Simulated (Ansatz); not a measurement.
Program: Ansatz. Geometries: PBE0-D4/def2-TZVP. ΔE: electronic, gas phase. CCSD(T)/CBS adds triple-zeta CCSD(T) − MP2 to the extrapolated MP2 energy (def2 sets, frozen cores). DFT in def2-TZVPP. B3LYP here is the variant with VWN-RPA as its local correlation; programs differ in this. For Ge outer-core shells are correlated without core-valence functions, which leaves a few kJ/mol of doubt a bond. Scalar relativity is left out up to krypton. Each species was taken in one conformer, which may not be the lowest.

Consider the redistribution: `O[SiH](O)O` + `[OH][GeH2][O][SiH3]` → `[OH][GeH2][O][SiH](O)O` + `O[SiH3]`.

`O[SiH](O)O`:

Z-matrix (Å, degrees):
```
Si
O 1 1.641
O 1 1.633 2 105.0
O 1 1.630 2 114.4 3 -119.5
H 1 1.476 2 110.6 3 122.9
H 2 0.958 1 117.9 3 -173.6
H 3 0.958 1 116.6 2 25.4
H 4 0.959 1 117.6 2 72.3
```

`[OH][GeH2][O][SiH3]`:

Cartesian coordinates in Å:
```
O 1.039 1.838 -0.516
Ge -0.553 1.099 -0.752
O -0.441 -0.631 -0.399
Si 0.068 -1.497 0.895
H 1.689 1.552 -1.162
H -1.002 1.177 -2.216
H -1.459 1.784 0.273
H 1.542 -1.691 0.857
H -0.598 -2.823 0.853
H -0.286 -0.808 2.167
```

`[OH][GeH2][O][SiH](O)O`:

Z-matrix (Å, degrees):
```
Ge
O 1 1.786
O 1 1.764 2 107.8
H 1 1.538 2 107.2 3 120.6
H 1 1.528 2 107.3 3 -115.5
Si 2 1.615 1 129.9 3 -47.0
H 3 0.965 1 109.7 2 43.9
O 6 1.647 2 106.9 1 17.0
O 6 1.638 2 114.5 1 -98.7
H 6 1.477 2 108.3 1 138.3
H 8 0.959 6 116.7 2 -152.6
H 9 0.958 6 118.3 2 -73.9
```

`O[SiH3]`:

```xyz
6

O    -1.089    0.665    0.120
Si    0.257   -0.284    0.095
H    -1.150    1.371   -0.524
H     0.409   -0.990   -1.207
H     0.078   -1.272    1.184
H     1.495    0.510    0.332
```

**Question.** Is it downhill or uphill in electronic energy at CCSD(T)/CBS, and by how much? (Estimate.)

**Answer.** Ansatz gave: Downhill: ΔE = -1.6 kcal/mol.

**Question.** What do these levels give: r2SCAN-D4, PBE0-D4, B3LYP-D4, ωB97X-V, ωB97M-V, r2SCAN, PBE0, B3LYP, SCS-MP2/def2-TZVPP, CCSD/def2-TZVPP, SCS-MP2/def2-QZVPP, MP2/CBS(def2)? (Best estimate.)

**Answer.** The calculation gave: r2SCAN-D4 -1.8, PBE0-D4 -1.8, B3LYP-D4 -1.8, ωB97X-V -1.8, ωB97M-V -1.9, r2SCAN -1.6, PBE0 -1.2, B3LYP -0.9, SCS-MP2/def2-TZVPP -1.3, CCSD/def2-TZVPP -1.5, SCS-MP2/def2-QZVPP -1.2, MP2/CBS(def2) -1.5 kcal/mol.

Largest T1 diagnostic among the species: 0.012.

The D4 term adds −0.9 kcal/mol with B3LYP and −0.5 kcal/mol with PBE0; it sums over pairs of atoms, weighted by their polarisabilities, and B3LYP, whose exchange is more repulsive, gets the larger term. In def2-TZVPP, CCSD(T) changes the Hartree–Fock value by −1.3 kcal/mol (the triples alone add −0.2 kcal/mol) and MP2 by −1.2 kcal/mol.
